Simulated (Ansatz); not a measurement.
`[OH][InH2]` + `C=N` → `C=[N][InH2]` + H₂O at 400 K and 1 bar (ligand exchange at the In–O bond).

Computed with Ansatz on PBE0-D4/def2-TZVP structures; ΔE is electronic, products minus reactants. CCSD(T)/CBS adds triple-zeta CCSD(T) − MP2 to the extrapolated MP2 energy (def2 sets, frozen cores). This one scheme is used for every species. def2 core potentials past Kr. For In outer-core shells are correlated without core-valence functions, which leaves a few kJ/mol of doubt a bond.

```
      species  CCSD(T)/CBS energy (Eh)  H − E (kJ/mol)  S (J/(mol·K))
 `[OH][InH2]`               -266.78179            85.2          295.5
        `C=N`                -94.52360           119.4          238.9
`C=[N][InH2]`               -284.90922           131.7          335.8
          H₂O                -76.37941            69.8          198.6
```

H − E and S are ideal-gas, rigid-rotor, harmonic terms from PBE0-D4/def2-TZVP. 1 Eh = 2625.50 kJ/mol, R = 8.31446 J/(mol·K).

Question: By hand: ΔE, ΔH, ΔS and ΔG.

Answer: ΔE = (-284.90922) + (-76.37941) − (-266.78179) − (-94.52360) = 0.01676 Eh = 44.0 kJ/mol. Δ(H − E) = 131.7 + 69.8 − 85.2 − 119.4 = -3.1, so ΔH = 40.9 kJ/mol. ΔS = 335.8 + 198.6 − 295.5 − 238.9 = 0.0 J/(mol·K). ΔG = 40.9 − 400 × (0.0)/1000 = 40.9 kJ/mol.

Question: By hand: the equilibrium constant, and the temperature at which ΔG would vanish if ΔH and ΔS stayed fixed.

Answer: log₁₀ K = −ΔG/(RT ln 10) = -5.3. With ΔH or ΔS at zero there is no such temperature.

The number of gas molecules stays the same, so ΔS is small and ΔH decides. A doubt of 5 kJ/mol in ΔE shifts log₁₀ K by 0.7 here. These are equilibria of isolated gas molecules and say nothing of rates. Largest T1 diagnostic: 0.017 (customary marks: 0.02 for closed shells, 0.045 for open ones).

ΔS is within the doubt of such terms, so its sign, and with it that verdict, could turn.
